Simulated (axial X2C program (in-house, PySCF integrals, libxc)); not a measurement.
Levels of ZrS⁺ by electron attachment to ZrS²⁺ (EOM-EA-CCSD)

Computed with an axial X2C code built on PySCF integrals: two-component X2C with atomic mean-field Coulomb and Gaunt terms, Gaussian nuclei, basis Zr dyall-acv3z, S dyall-av3z with contracted cores.

R = 2.140 Å (near the PBE0 minimum at charge 1 of the determinant lowest at the starting distance; the state shown can have its own minimum elsewhere).

Levels of ZrS⁺ obtained by attaching an electron to ZrS²⁺:

```json
{"Ω": "3/2", "binding energy (eV)": "13.010", "above lowest (cm⁻¹)": "0", "attached spinor": "97% Zr dδ", "one-particle weight": "0.94"}
{"Ω": "1/2", "binding energy (eV)": "12.951", "above lowest (cm⁻¹)": "477", "attached spinor": "50% Zr sσ, 29% Zr dσ, 13% S pσ", "one-particle weight": "0.96"}
{"Ω": "5/2", "binding energy (eV)": "12.926", "above lowest (cm⁻¹)": "676", "attached spinor": "97% Zr dδ", "one-particle weight": "0.94"}
{"Ω": "1/2", "binding energy (eV)": "11.575", "above lowest (cm⁻¹)": "11575", "attached spinor": "54% Zr dπ, 19% S pπ, 17% Zr pπ", "one-particle weight": "0.95"}
{"Ω": "3/2", "binding energy (eV)": "11.513", "above lowest (cm⁻¹)": "12071", "attached spinor": "53% Zr dπ, 20% S pπ, 17% Zr pπ", "one-particle weight": "0.95"}
{"Ω": "1/2", "binding energy (eV)": "10.512", "above lowest (cm⁻¹)": "20141", "attached spinor": "46% Zr pσ, 27% Zr dσ, 11% S pσ", "one-particle weight": "0.96"}
{"Ω": "1/2", "binding energy (eV)": "8.448", "above lowest (cm⁻¹)": "36793", "attached spinor": "58% Zr pπ, 12% S dπ, 11% S pπ", "one-particle weight": "0.96"}
{"Ω": "3/2", "binding energy (eV)": "8.364", "above lowest (cm⁻¹)": "37471", "attached spinor": "58% Zr pπ, 12% S dπ, 11% S pπ", "one-particle weight": "0.97"}
```

Take the first Ω = 1/2 and Ω = 3/2 rows of π character: how far apart are they, and which lies lower?

E(3/2) − E(1/2) = 12071 − 11575 = 496 cm⁻¹ at EOM-EA-CCSD: regular, Ω = 1/2 lower. Splittings at this level can be off by ten to twenty per cent.

This point took 24 s on 1 thread of Arm Neoverse V1, on a shared host.

Reference electrons by ω block (each with its −ω partner): 1/2: 19, 3/2: 7, 5/2: 1. 16 electrons of ZrS²⁺ correlated (inner shells frozen), 88 natural virtual spinors (a truncated set); levels can be off by some tenths of an eV. Roots sought by Ω: (1/2: 5, 3/2: 4, 5/2: 2, 7/2: 1); the list ends where they run out and leaves out roots under 60 % one-particle weight. The solver can skip a root, and states that need a further excitation, which the method places far too high, are missing though they may lie low or lowest. T1 of the reference 0.030 (Lee–Taylor). The reference was not checked to be the lowest state of its species. Number of frozen shells: Zr 3 s, 2 p, 1 d; S 2 s, 1 p. Large amplitudes in the reference (orbital relaxation or multireference character) lower the reliability.
